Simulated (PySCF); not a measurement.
**Telling isomers of C₆H₉N apart by NMR**

[PySCF 2.14.0 with density-fitted response routines: GFN2-xTB structure; spin–spin couplings from B3LYP/pcJ-1 (spin–dipole term left out of most H,H and C,H couplings); PBE0/pcSseg-1 with gauge-including orbitals; gas phase; fast rotation and ring inversion assumed for equivalent nuclei; relativity neglected; single conformer]

Shifts are taken against calculated references (same method and geometry level): 1H and 13C against TMS. Multiplet labels drop J under 1 Hz and among equivalent protons, and merge close values. Unscaled 3J(H,H) run several per cent high. Where no couplings were computed, multiplicities follow the n + 1 count of equivalent neighbours, and m marks all less simple cases (inequivalent or close neighbours, rings, F or P nearby). Shifts are as computed. Against solution values, carbons near 30 ppm lie about +3 ppm off and those near 130 ppm about +5 ppm. Of 1211 compounds with measured shifts, 218 miss one by over three times the rms of a fit or turn the order of signals round; such compounds aren't used in these exercises. OH and NH positions are gas-phase values without hydrogen bonding to other molecules.

(1) Tabulate the signals of `C=CC/C=N/C=C`, `C#C[C@]1(C)CCN1` and their relative energies.

(2) What is the quickest way to tell C=CC/C=N/C=C from C#C[C@]1(C)CCN1?

Results:

(1) 
```json
{"SMILES": "C=CC/C=N/C=C", "carbon types": "3×CH 3×CH2", "δC": "167.1, 153.6, 142.7, 125.7, 125.2, 49.3", "δH": "7.50 (t, 1H), 6.96 (dd, 1H), 5.98 (d, 1H), 5.97 (ddt, 1H), 5.55 (dt, 1H), 5.45 (dt, 1H), 5.40 (d, 1H), 3.18 (ddt, 2H)", "E rel. (kcal/mol)": "0.0"}
{"SMILES": "C#C[C@]1(C)CCN1", "carbon types": "2×C 1×CH 2×CH2 1×CH3", "δC": "95.1, 79.0, 54.9, 43.3, 34.8, 34.2", "δH": "3.89 (m, 1H), 3.50 (m, 1H), 2.34 (m, 1H), 2.23 (m, 1H), 2.04 (s, 1H), 1.51 (s, 3H), 1.14 (br s, 1H)", "E rel. (kcal/mol)": "22.2"}
```

Energies are electronic energies at PBE0/pcSseg-1 on these geometries, without zero-point or thermal terms, each for the one conformer computed, which needn't be the lowest.

(2) Both give the same number of carbon signals, but DEPT or the intensities differ. The first has a C=N carbon (CH) at 167.1 ppm, the second an alkyne carbon (C) at 95.1 ppm. In the proton spectra the most deshielded non-exchanging signals are 7.50 (t, J = 6.2 Hz, 1H) and 3.89 (m, 1H).
